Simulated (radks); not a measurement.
Task: These are the eigenvalues of the occupied orbitals of an atom or ion with whole-number occupations (eV). Calculated with a radial shooting solver on a logarithmic mesh with Libxc functionals: Dirac Kohn-Sham, exchange-only B88, spin-unpolarised, spherical densities, finite nucleus; Fermi nuclear charge, rms radius of each element as measured or else 0.836 A^(1/3) + 0.57 fm.

| orbital | eigenvalue |
|---|---|
| 1s1/2 | -10249.21 |
| 2s1/2 | -1281.163 |
| 2p1/2 | -1136.611 |
| 2p3/2 | -1108.927 |
| 3s1/2 | -167.0088 |
| 3p1/2 | -120.3026 |
| 3p3/2 | -116.6698 |
| 3d3/2 | -38.4380 |
| 3d5/2 | -37.9720 |
| 4s1/2 | -25.3648 |

Which element is it, and in what charge state? The configuration may be excited. Open shells, if any, fill j = l - 1/2 first.

Result: Z = 31, gallium, charge +2: Ga2+ in [Ar] 3d10 4s1. The list shows which subshells hold electrons but not how many an open one holds; the 1s level, -376.65 hartree, gives Z - s = 27.4 by -(Z - s)^2/2, which with screening and relativity narrows Z to a few neighbours, and the depths of the outer levels then fix element, charge and occupations together.
